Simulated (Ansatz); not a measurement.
The same path of ClGeH3 + H3P (9 atoms, charge 0, multiplicity 1) was run twice with different band settings. Lost on the way: Ge1–Cl2, P6–H9. Made: Ge1–P6, Cl2–H9.

All numbers below come from RKS r2SCAN-D4/def2-SVP (Ansatz).

Relaxed end points:

```xyz
9
Properties=species:S:1:pos:R:3
Ge 0.512 -0.022 -0.132
Cl 0.981 -0.050 1.988
H 1.825 0.216 -0.882
H -0.489 1.114 -0.357
H -0.096 -1.385 -0.476
P -3.250 0.214 1.241
H -2.972 -0.968 0.485
H -4.040 -0.505 2.191
H -2.059 0.074 2.019
```

```xyz
9
Properties=species:S:1:pos:R:3
Ge -0.528 -0.356 -0.339
Cl 0.340 1.340 3.035
H 0.654 -1.090 0.302
H -0.160 1.105 -0.614
H -0.932 -1.052 -1.648
P -2.277 -0.367 1.203
H -3.294 0.043 0.290
H -2.566 -1.760 1.088
H -0.824 0.825 2.761
```

Common settings: spring 5.0 eV/Å²; optimiser quadratic models (default); start path through a guess of the saddle point; force threshold 0.05 eV/Å; iteration limit 60; end points relaxed.

| run | movable images | climbing image |
| --- | --- | --- |
| 1 | 9 | yes |
| 2 | 4 | no |

Problem. What does each run give, and how far can it be trusted?

Solution. Run 1: converged after 47 iterations, highest image 2.214 eV above the first end. The profile has 2 maxima (images 4, 7) with wells between them (image 6): this band takes more than one step, which may be the mechanism or a detour left from its start path. A structure lower than the first end lies on the path between it and the top, so the climb from that side starts below the end, which may itself be a saddle point or a shallow side well. Neighbouring images differ by up to 2.1 eV, so the band resolves the path poorly. A vibrational analysis at the climbing image gives one clearly imaginary mode, 748i cm⁻¹: a first-order saddle point.
Run 2: converged after 47 iterations, highest image 0.411 eV above the first end. The profile has 2 maxima (images 2, 4) with wells between them (image 3): this band takes more than one step, which may be the mechanism or a detour left from its start path. A structure lower than the first end lies on the path between it and the top, so the climb from that side starts below the end, which may itself be a saddle point or a shallow side well. No image climbed, so the highest image needn't sit at the top of the path. A band with more images between the same ends climbed to 2.21 eV, so this one has probably stepped over the top.
The orbitals stay closed-shell, which can raise the energy where a bond breaks towards radicals; this wasn't checked here.
